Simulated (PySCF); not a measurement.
Hf(OH)3(SH) (H₄HfO₃S), SMILES [OH][Hf]([OH])([SH])[OH], multiplicity 1.

The structure is a stationary point at B3LYP-D3(BJ)/def2-SVP. The spin state was assumed, not searched. The structure was generated by enumeration; whether it is a known compound was not checked. The def2 effective core potentials stand for the cores of Hf; spin–orbit coupling is left out. One conformer was computed; it need not be the lowest.

Calculation: PySCF with B3LYP-D3(BJ)/def2-SVP.

Frequencies are harmonic and unscaled.

Computed vibrational spectrum:
| mode | ν (cm⁻¹) | IR (km/mol) | Raman (Å⁴/amu) | depolarisation | moving atoms (share of kinetic energy) |
|---|---|---|---|---|---|
| 1 | 102 | 2.1 | 2.1 | 0.75 | H 55 %, O 42 % |
| 2 | 119 | 2.2 | 1.2 | 0.70 | O 48 %, S 27 %, H 14 %, Hf 10 % |
| 3 | 127 | 1.5 | 1.4 | 0.75 | H 34 %, O 30 %, S 23 %, Hf 12 % |
| 4 | 151 | 12.1 | 0.7 | 0.73 | O 58 %, H 25 %, Hf 10 % |
| 5 | 174 | 0.6 | 0.2 | 0.75 | H 80 %, O 18 % |
| 6 | 176 | 3.7 | 3.7 | 0.74 | O 71 %, H 24 % |
| 7 | 189 | 4.8 | 1.7 | 0.75 | H 49 %, O 44 % |
| 8 | 261 | 271.6 | 4.4 | 0.75 | H 72 %, O 26 % |
| 9 | 268 | 253.9 | 0.9 | 0.75 | H 74 %, O 23 % |
| 10 | 305 | 176.0 | 2.6 | 0.75 | H 84 %, O 16 % |
| 11 | 321 | 31.0 | 7.2 | 0.75 | H 86 %, O 14 % |
| 12 | 332 | 3.3 | 5.2 | 0.07 | S 72 %, Hf 15 %, H 12 % |
| 13 | 376 | 310.9 | 7.9 | 0.50 | H 71 %, O 22 % |
| 14 | 521 | 19.6 | 8.9 | 0.71 | H 90 %, S 9 % |
| 15 | 693 | 156.0 | 0.2 | 0.75 | O 82 %, Hf 13 % |
| 16 | 698 | 146.5 | 0.6 | 0.24 | O 81 %, Hf 13 % |
| 17 | 717 | 61.5 | 16.6 | 0.01 | O 91 % |
| 18 | 2649 | 3.5 | 132.3 | 0.28 | H 97 % |
| 19 | 3983 | 303.7 | 159.7 | 0.45 | H 94 % |
| 20 | 3991 | 352.8 | 126.1 | 0.75 | H 94 % |
| 21 | 3995 | 150.7 | 230.6 | 0.09 | H 94 % |
